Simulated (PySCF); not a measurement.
## Germanium: a sound run and one with changed settings

Sound run: Ge⁺ [Ar] 3d10 4s2 4p1, Ge²⁺ [Ar] 3d10 4s2. Calculation: PySCF 2.14, in def2-TZVP (6s5p4d1f, 48 functions); no relativity, point nucleus. In the sound run the correlated levels freeze [Ar] 3d10. The sound run starts from symmetry-adapted Hartree-Fock orbitals and uses a fine grid where one is needed.

Changed run: scalar relativity by spin-free X2C-1e. This setting is unsound on purpose.

| species | method | sound run (hartree) | changed run (hartree) | converged |
| --- | --- | --- | --- | --- |
| Ge⁺ | UHF | -2075.04761 | -2092.21118 | yes |
| Ge⁺ | B3LYP | -2076.67538 | -2093.83309 | yes |
| Ge⁺ | r2SCAN | -2076.60583 | -2093.76489 | yes |
| Ge⁺ | MP2 | -2075.08499 | -2092.24825 | yes |
| Ge⁺ | CCSD(T) | -2075.09966 | -2092.26256 | yes |
| Ge²⁺ | UHF | -2074.48816 | -2091.65112 | yes |
| Ge²⁺ | B3LYP | -2076.09358 | -2093.25052 | yes |
| Ge²⁺ | r2SCAN | -2076.01993 | -2093.17826 | yes |
| Ge²⁺ | MP2 | -2074.51700 | -2091.67960 | yes |
| Ge²⁺ | CCSD(T) | -2074.52825 | -2091.69056 | yes |

Ionisation energy of Ge⁺:

```
 method  sound run (eV)  changed run (eV)
    UHF          15.224            15.240
  B3LYP          15.832            15.853
 r2SCAN          15.943            15.963
    MP2          15.456            15.474
SCS-MP2          15.443            15.461
   CCSD          15.527            15.544
CCSD(T)          15.549            15.565
```

Most of the change in total energy is the relativistic energy itself. On top of that the contraction fixes the core shape for the Hamiltonian it was made with, so the changed run is not a good calculation with the other Hamiltonian either.

For comparison, NIST gives 15.935 eV between the lowest levels.
